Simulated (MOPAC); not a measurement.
MOPAC input (PM7):

```
PM7 PRECISE GNORM=0.05 LET XYZ GEO-OK AUX(PRECISION=9) THREADS=1
C2H2Cl4

C    -0.75978800 1    0.05014500 1    0.07071500 1
C     0.75978800 1   -0.05014500 1   -0.07071500 1
Cl    1.34153400 1   -1.61205400 1    0.56736100 1
Cl    1.55485000 1    1.28751300 1    0.80316900 1
Cl   -1.55485000 1   -1.28751300 1   -0.80316900 1
Cl   -1.34153400 1    1.61205400 1   -0.56736100 1
H    -1.05489900 1   -0.01286700 1    1.11249200 1
H     1.05489900 1    0.01286700 1   -1.11249200 1
```

Output:

```
 *******************************************************************************
 **                                                                           **
 **                              MOPAC v23.2.5                                **
 **                                                                           **
 *******************************************************************************
 ** MOPAC's Digital Object Identifier: https://doi.org/10.5281/zenodo.6511958 **
 **                                                                           **
 ** Please cite the open-source release paper for use of this MOPAC version:  **
 ** J. E. Moussa and J. J. P. Stewart (2026)                                  **
 ** MOPAC: An open-source semiempirical molecular orbital program             **
 ** J. Open Source Softw., 11(119), 8025, https://doi.org/10.21105/joss.08025 **
 *******************************************************************************

                              PM7 CALCULATION RESULTS

 *******************************************************************************
 *  PM7        - The PM7 Hamiltonian to be used
 *  GEO-OK     - OVERRIDE INTERATOMIC DISTANCE AND OTHER SAFETY CHECKS
 *  LET        - OVERRIDE SOME SAFETY CHECKS
 *  PRECISE    - TIGHTER CRITERIA TO BE USED
 *  XYZ        - CARTESIAN COORDINATE SYSTEM TO BE USED
 *  GNORM      - EXIT WHEN GRADIENT NORM DROPS BELOW 0.050
 *  AUX        - OUTPUT AUXILIARY INFORMATION
 *******************************************************************************
PM7 PRECISE GNORM=0.05 LET XYZ GEO-OK AUX(PRECISION=9) THREADS=1
 C2H2Cl4

   ATOM   CHEMICAL          X               Y               Z
  NUMBER   SYMBOL      (ANGSTROMS)     (ANGSTROMS)     (ANGSTROMS)

     1       C         -0.75978800  *   0.05014500  *   0.07071500  *
     2       C          0.75978800  *  -0.05014500  *  -0.07071500  *
     3      Cl          1.34153400  *  -1.61205400  *   0.56736100  *
     4      Cl          1.55485000  *   1.28751300  *   0.80316900  *
     5      Cl         -1.55485000  *  -1.28751300  *  -0.80316900  *
     6      Cl         -1.34153400  *   1.61205400  *  -0.56736100  *
     7       H         -1.05489900  *  -0.01286700  *   1.11249200  *
     8       H          1.05489900  *   0.01286700  *  -1.11249200  *

          CARTESIAN COORDINATES

    NO.       ATOM           X           Y           Z

     1         C         -0.7598      0.0501      0.0707
     2         C          0.7598     -0.0501     -0.0707
     3        Cl          1.3415     -1.6121      0.5674
     4        Cl          1.5549      1.2875      0.8032
     5        Cl         -1.5549     -1.2875     -0.8032
     6        Cl         -1.3415      1.6121     -0.5674
     7         H         -1.0549     -0.0129      1.1125
     8         H          1.0549      0.0129     -1.1125

 General Reference for PM7:
 "Optimization of Parameters for Semiempirical Methods VI: More Modifications to the
 NDDO Approximations and Re-optimization of Parameters", J. J. P. Stewart, J. Mol. Mod., 1:32, 19 (2013)
 https://link.springer.com/article/10.1007/s00894-012-1667-x

           Empirical Formula: C2 H2 Cl4  =     8 atoms

      MOLECULAR POINT GROUP   :   C2h

      RHF CALCULATION, NO. OF DOUBLY OCCUPIED LEVELS = 19

          Geometry optimization using EF

          DIAGONAL MATRIX USED AS START HESSIAN

 CYCLE:     1  GRAD.:    44.301 HEAT: -33.84676
 CYCLE:     2  GRAD.:   156.325 HEAT: -27.74550
 CYCLE:     3  GRAD.:    81.076 HEAT: -31.75392
 CYCLE:     4  GRAD.:    98.364 HEAT: -30.52814
 CYCLE:     5  GRAD.:    72.081 HEAT: -32.63599
 CYCLE:     6  GRAD.:    72.959 HEAT: -32.27741
 CYCLE:     7  GRAD.:    17.440 HEAT: -35.74516
 CYCLE:     8  GRAD.:     6.829 HEAT: -35.99655
 CYCLE:     9  GRAD.:     1.503 HEAT: -36.07134
 CYCLE:    10  GRAD.:     0.445 HEAT: -36.07253
 CYCLE:    11  GRAD.:     0.111 HEAT: -36.07264
 CYCLE:    12  GRAD.:     0.303 HEAT: -36.07261
 CYCLE:    13  GRAD.:     0.021 HEAT: -36.07266

     GRADIENT =  0.02092 IS LESS THAN CUTOFF =  0.05000

 -------------------------------------------------------------------------------
 PM7 PRECISE GNORM=0.05 LET XYZ GEO-OK AUX(PRECISION=9) THREADS=1
 C2H2Cl4

     GEOMETRY OPTIMISED USING EIGENVECTOR FOLLOWING (EF).
     SCF FIELD WAS ACHIEVED

                              PM7 CALCULATION
                                                       MOPAC v23.2.5 Linux

          FINAL HEAT OF FORMATION =        -36.07266 KCAL/MOL =    -150.92801 KJ/MOL

          COSMO AREA              =        147.45 SQUARE ANGSTROMS
          COSMO VOLUME            =        146.86 CUBIC ANGSTROMS

          GRADIENT NORM           =          0.02092          =       0.00740 PER ATOM
          IONIZATION POTENTIAL    =         11.524782 EV
          HOMO LUMO ENERGIES (EV) =        -11.525 -0.954
          NO. OF FILLED LEVELS    =         19
          MOLECULAR WEIGHT        =        167.8498         POINT GROUP:  C2h

          MOLECULAR DIMENSIONS (Angstroms)

            Atom       Atom       Distance
           Cl     6   Cl     3     4.27330
           Cl     5   Cl     4     4.24843
            H     8    H     7     3.02638

          SCF CALCULATIONS        =         14

   ATOM   CHEMICAL          X               Y               Z
  NUMBER   SYMBOL      (ANGSTROMS)     (ANGSTROMS)     (ANGSTROMS)

     1       C         -0.74620531  *   0.04691676  *   0.09810844  *
     2       C          0.74620535  *  -0.04691681  *  -0.09810892  *
     3      Cl          1.32352225  *  -1.57908273  *   0.56574209  *
     4      Cl          1.53225597  *   1.25820363  *   0.79648462  *
     5      Cl         -1.53225594  *  -1.25820351  *  -0.79648448  *
     6      Cl         -1.32352227  *   1.57908265  *  -0.56574202  *
     7       H         -1.08781865  *  -0.01399839  *   1.15618922  *
     8       H          1.08781851  *   0.01399838  *  -1.15618885  *

                             CARTESIAN COORDINATES

   1    C       -0.746205307     0.046916755     0.098108444
   2    C        0.746205347    -0.046916807    -0.098108916
   3   Cl        1.323522245    -1.579082730     0.565742089
   4   Cl        1.532255972     1.258203627     0.796484623
   5   Cl       -1.532255945    -1.258203513    -0.796484479
   6   Cl       -1.323522273     1.579082648    -0.565742019
   7    H       -1.087818652    -0.013998388     1.156189221
   8    H        1.087818510     0.013998376    -1.156188855

           Empirical Formula: C2 H2 Cl4  =     8 atoms

      MOLECULAR POINT GROUP   :   C2h

                  EIGENVALUES
 -30.55922 -27.45599 -26.19316 -25.68751 -23.60521 -21.16017 -17.11347 -16.53114
 -16.45328 -14.67398 -14.14675 -12.15398 -12.07513 -12.03471 -11.94044 -11.80305
 -11.78126 -11.59268 -11.52478  -0.95416  -0.75866  -0.02009   0.20267   1.64382
   3.54677   3.90521  67.51694  67.85267  67.93526  68.00755  68.08183  68.16541
  68.17770  68.21664  68.59033  68.66773  68.84093  69.06166  69.17957  69.34529
  69.41630  69.42942  69.85168  69.97162  70.26163  70.63824

              NET ATOMIC CHARGES AND DIPOLE CONTRIBUTIONS

  ATOM NO.   TYPE          CHARGE      No. of ELECS.   s-Pop       p-Pop       d-Pop
    1          C          -0.061853        4.0619     1.15209     2.90976
    2          C          -0.061853        4.0619     1.15209     2.90976
    3         Cl          -0.068456        7.0685     1.98599     5.07616     0.00630
    4         Cl          -0.068453        7.0685     1.98599     5.07616     0.00630
    5         Cl          -0.068453        7.0685     1.98599     5.07616     0.00630
    6         Cl          -0.068456        7.0685     1.98599     5.07616     0.00630
    7          H           0.198763        0.8012     0.80124
    8          H           0.198762        0.8012     0.80124
 DIPOLE           X         Y         Z       TOTAL
 POINT-CHG.    -0.000    -0.000     0.000     0.000
 HYBRID         0.000     0.000    -0.000     0.000
 SUM           -0.000    -0.000     0.000     0.000

          ATOMIC ORBITAL ELECTRON POPULATIONS

     Atom    s        px        py        pz      x^2-y^2     xz        z^2       yz        xy
    1  C   1.15209   0.95916   0.87793   1.07268
    2  C   1.15209   0.95916   0.87793   1.07268
    3 Cl   1.98599   1.89134   1.31630   1.86851   0.00160   0.00046   0.00079   0.00159   0.00185
    4 Cl   1.98599   1.81138   1.49601   1.76877   0.00127   0.00084   0.00078   0.00166   0.00174
    5 Cl   1.98599   1.81138   1.49601   1.76877   0.00127   0.00084   0.00078   0.00166   0.00174
    6 Cl   1.98599   1.89134   1.31630   1.86851   0.00160   0.00046   0.00079   0.00159   0.00185
    7  H   0.80124
    8  H   0.80124

 **********************
 *                    *
 * JOB ENDED NORMALLY *
 *                    *
 **********************

 == MOPAC DONE ==
```

The geometry given is a B3LYP-D3(BJ)/def2-TZVP minimum.
